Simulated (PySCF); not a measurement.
**How methods differ on the excitation energy of Cu⁺**

Cu⁺ [Ar] 3d10 (1S) → Cu⁺ [Ar] 3d9 4s1 (3D), as a difference of total energies. Calculation: PySCF 2.14, in ANO-RCC-VTZP; the spin-free X2C one-electron Hamiltonian (Gaussian nucleus). Correlated levels: valence and next inner shell: [Ne] frozen. The calculations carry no spin-orbit coupling.

| method | excitation energy (cm⁻¹) |
| --- | --- |
| UHF | 6232.7 |
| MP2 (valence and next inner shell) | 33724 |
| SCS-MP2 (valence and next inner shell) | 30339 |
| CCSD (valence and next inner shell) | 22139 |
| CCSD(T) (valence and next inner shell) | 23436 |

Errors of the correlated levels include the incompleteness of this basis and the frozen core.

The basis was made for the ground configuration and has no added diffuse functions, so the excitation energy can come out too high.

For comparison: 22649 cm⁻¹ (measured; NIST levels, between the centres of gravity of the two terms).
